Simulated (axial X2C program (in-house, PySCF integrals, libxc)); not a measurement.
**NTiO⁺: properties at the nuclei**

Calculated with an axial X2C code built on PySCF integrals: two-component X2C with atomic mean-field Coulomb and Gaunt terms, Gaussian nuclei, basis N dyall-av3z, Ti dyall-v3z, O dyall-av3z with contracted cores.

N–Ti–O held linear, with bonds 1.899 and 1.589 Å (near the PBE0 minimum at charge 1 of the determinant lowest at the starting distance; the state shown can have its own minimum elsewhere, held linear; other orders of the atoms were not compared).

Input and command:
```json
{"zs": [7, 22, 8], "q": 1, "bas": ["dyall-av3z", "dyall-v3z", "dyall-av3z"], "r0": [1.77, 1.74], "symm": 0, "scan": ["PBE0", "HF", "PBE"], "levels": ["PBE0", "HF", "BHandHLYP"], "nst": 2}
```
```bash
python solin.py task.json out
```

Keys: zs atomic numbers; q charge; bas basis sets; r0 starting distance in Å; symm equal bonds; scan levels of the two-bond scan; levels methods; nst determinants followed.

Determinant lowest in the PBE0 search, Ω = 2 (⟨Sz⟩ = 1.00, ⟨Lz⟩ = 1.00 at PBE0), spin on the atoms N 1.01, Ti -0.12, O 0.12:

```
    level  Eeff magnitude (GV/cm)  Ws magnitude N (kHz)  Ws magnitude Ti (kHz)  A∥/gI N (MHz)  qzz N (a.u.)  A∥/gI Ti (MHz)  qzz Ti (a.u.)  A∥/gI O (MHz)  qzz O (a.u.)
     PBE0                   0.214                0.0042                 0.0373            123          0.28             121          -3.57           50.6         -0.31
       HF                   0.255               0.00472                 0.0415            114          0.11             125          -3.77            151         -1.58
BHandHLYP                   0.187               0.00453                 0.0318            133          0.29             139          -3.54           57.5         -0.37
```

Eeff is the effective electric field on the electron electric dipole moment in this Ω state and Ws the scalar–pseudoscalar constant of the nucleus named (defined with the proton number Z and per Ω); A∥ (defined per Ω) follows by multiplying with gI = μI/(I μN); qzz is the electric field gradient, eQq0 = 234.96 MHz × Q/barn × qzz. The operators were transformed with the bare-nucleus X2C matrices; with these basis sets, hyperfine constants and field gradients can be off by tens of per cent, and where levels differ in sign neither size nor sign is settled.

(1) With gI(14N) = 0.4038, gI(47Ti) = -0.3154, Q(47Ti) = 0.302 barn (g factors from the IAEA table of nuclear moments by Stone; Q from Pyykkö, Mol. Phys. 2018), turn the PBE0 values of the first state into constants in MHz.

The molecule was held linear; bending was not examined, so a bent shape may lie lower.

Each state is one determinant with collinear spin, which with several unpaired electrons need not be a pure state. Unrestricted Hartree–Fock can overshoot spin polarisation at the nuclei. With several open shells hyperfine constants can be off by a factor of several. Open-shell Ω = 0 determinants with evenly filled partner blocks cannot be reached by this program, so the Ω shown need not be the lowest component. At BHandHLYP, HF a later determinant lies lower. States lie within half an eV, so the first need not be the ground state. Further determinants of the search, some of them spin-mixed, are not shown. Where a field gradient or hyperfine factor spreads by more than a factor of two over the levels, a constant derived from it is not to be relied on.

Results:

(1) A∥(14N) = 123 × 0.4038 = 49.7 MHz; A∥(47Ti) = 121 × -0.3154 = -38.2 MHz; eQq0(47Ti) = 234.96 × (0.302) × (-3.57) = -253 MHz.
